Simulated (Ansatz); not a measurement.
Harmonic frequencies (cm⁻¹) at PBE0-D4/def2-TZVP from Ansatz: 169, 189, 565, 632, 808, 984, 1110, 1114, 1251, 1347, 1412, 1443, 2612, 3010, 3044.

Each molecule was computed in one conformer, which needn't be the lowest.

(1) Which molecule is it?
A. `BC(F)F`
B. `CB(F)F`
C. `FBCF`
D. `F[Si@H]1[O][Sn@H]1[Cl]`

Results:

(1) C.
